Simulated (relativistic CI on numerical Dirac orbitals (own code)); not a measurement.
**Crystal-field levels of Tc³⁺, 4d4**

Calculated by Dirac-Coulomb-Breit CI, KLI orbitals optimised for each configuration, model QED, valence Slater integrals scaled by 0.75, one configuration in a parametric crystal field (own radial code).

Field parameters in Wybourne normalisation: D3d B²₀ = −7Dσ, B⁴₀ = −14Dq − 21Dτ, B⁴₃ = −14√(10/7) Dq. The field is a parameter set, without covalency.

S is read from ⟨S²⟩ = S(S + 1).

Levels (cm⁻¹, degeneracy): 0 (1), 252 (1), 697 (2), 1282 (2), 3973 (1), 4020 (2), 7422 (1), 9292 (2), 11000 (1), 11023 (2), 11076 (1), 11088 (2).

Q: Which field gives this pattern?
A. D3d, 10Dq = 25050, Dσ = -1200, Dτ = -20 cm⁻¹
B. D3d, 10Dq = 25050, Dσ = 980, Dτ = -20 cm⁻¹
C. D3d, 10Dq = 25050, Dσ = 1200, Dτ = -20 cm⁻¹
D. D3d, 10Dq = 25050, Dσ = 330, Dτ = -20 cm⁻¹

A: A. D3d, 10Dq = 25050, Dσ = -1200, Dτ = -20 cm⁻¹, ground level with S = 1.01.
